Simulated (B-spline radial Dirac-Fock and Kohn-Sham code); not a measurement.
X-ray form factors of promethium in several charge states

Method: relativistic Hartree-Fock (Dirac-Fock) wave functions, averaged over the configuration. Computed with a radial B-spline solver.

Configurations: Pm [Xe] 4f5 6s2; Pm²⁺ [Xe] 4f5; Pm³⁺ [Xe] 4f4; Pm⁴⁺ [Xe] 4f3; Pm⁵⁺ [Kr] 4d10 4f3 5s2 5p5; Pm⁶⁺ [Kr] 4d10 4f3 5s2 5p4. The first column is f₀ of Pm, the others are differences from it.

| s (Å⁻¹) | Pm | Δ Pm²⁺ | Δ Pm³⁺ | Δ Pm⁴⁺ | Δ Pm⁵⁺ | Δ Pm⁶⁺ |
| --- | --- | --- | --- | --- | --- | --- |
| 0 | 61.000 | -2.000 | -3.000 | -4.000 | -5.000 | -6.000 |
| 0.1 | 56.398 | -0.205 | -0.939 | -1.725 | -2.486 | -3.266 |
| 0.2 | 49.703 | +0.103 | -0.211 | -0.624 | -0.918 | -1.251 |
| 0.3 | 43.164 | -0.015 | -0.143 | -0.346 | -0.328 | -0.334 |
| 0.4 | 37.674 | -0.014 | -0.108 | -0.245 | -0.150 | -0.055 |
| 0.5 | 33.253 | +0.004 | -0.059 | -0.151 | -0.093 | -0.026 |
| 0.7 | 26.439 | +0.005 | +0.029 | +0.049 | +0.034 | +0.019 |
| 0.9 | 21.617 | -0.003 | +0.039 | +0.089 | +0.073 | +0.054 |
| 1.1 | 18.431 | -0.003 | +0.016 | +0.042 | +0.039 | +0.034 |
| 1.4 | 15.379 | 0.000 | +0.001 | +0.005 | +0.007 | +0.010 |
